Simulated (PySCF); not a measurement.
1,1-difluorobut-1-ene (C₄H₆F₂), SMILES CCC=C(F)F.

Geometry optimised at PBE0-D3(BJ)/def2-SVP. Other conformers were not sampled.

Vertical ionisation energy (IE) and electron affinity (EA) in eV. Rows of orbital energies are one-electron estimates. Where ΔSCF, EOM or ADC give a negative EA the extra electron is unbound and the value depends on the basis.

```tsv
level	IE	EA
−ε(HOMO), −ε(LUMO), B3LYP/def2-TZVP (PySCF)	6.98	-0.42
−ε(HOMO), −ε(LUMO), PBE/def2-TZVP (PySCF)	5.90	0.29
```
